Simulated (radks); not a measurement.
Spherical quantum dot in the effective-mass picture: electrons in a hard-walled sphere of radius 2.21, all in effective atomic units (hartree* = m*/eps^2 hartree, bohr* = eps/m* bohr), one dielectric constant everywhere. Method: non-relativistic Kohn-Sham, PBEsol, spin-polarised, spherical densities; computed with a radial shooting solver with Libxc functionals. Levels are named by radial order and angular momentum (1s, 1p, 1d, 2s, ...), and open shells are averaged over m.

N = 17, configuration 1s2 1p6 1d(up 5, down 4). This is the lowest configuration that the search found. Occupied and some empty levels:

level,occupation,eigenvalue (hartree*),<r> (bohr*)
1s up,1,11.236,1.348
1s down,1,11.260,1.346
1p up,3,11.921,1.455
1p down,3,11.947,1.454
1d up,5,12.983,1.530
1d down,4,13.010,1.530
1f up,0,14.369,1.588
1f down,0,14.397,1.588
2s up,0,14.430,1.024
2s down,0,14.441,1.024
2p up,0,16.338,1.166
2p down,0,16.354,1.165

Energy (hartree*): total 125.621, kinetic 48.151, external 0, Hartree 88.950, exchange-correlation -11.479.

Electron density:

r (bohr*),n(r) (e/bohr*^3)
0.116,0.08026
0.226,0.09126
0.336,0.1111
0.446,0.1420
0.556,0.1860
0.666,0.2450
0.776,0.3191
0.886,0.4068
0.997,0.5028
1.11,0.5987
1.22,0.6815
1.33,0.7366
1.44,0.7483
1.55,0.7053
1.66,0.6045
1.77,0.4568
1.88,0.2885
1.99,0.1356
2.10,0.03456
2.21,0.00006878
